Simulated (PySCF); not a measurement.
Cl2HOZr, charge +1, multiplicity 1. Atoms are numbered in the order given.

```xyz
5

Zr    -0.3342    -0.2962     0.0000
Cl     0.2378     0.8849    -1.8759
Cl     0.2378     0.8849     1.8759
O      0.5204    -1.9416     0.0000
H      1.1205    -2.7056     0.0000
```
Charge +1, spin multiplicity 1.

Geometry: B3LYP-D3(BJ)/def2-SVP. The spin state was assumed, not searched. The isomer is the one that the SMILES or the coordinates give; other isomers of the formula were not compared. The def2 effective core potentials stand for the cores of Zr; spin–orbit coupling is left out. One conformer was computed; it need not be the lowest.

Level of theory: ωB97X/def2-TZVPD (PySCF).

The molecule is in vacuum.

Computed frontier levels, gap, dipole moment and polarisability:
| Quantity | Value |
|---|---|
| highest occupied level | -16.66 eV |
| lowest empty level | -6.53 eV |
| orbital gap | 10.13 eV |
| dipole moment about the centre of nuclear charge | 4.76 D |
| mean static polarisability | 62.6 bohr³ (9.28 Å³) |
| polarisability, principal values | 44.3, 65.9, 77.6 bohr³ |
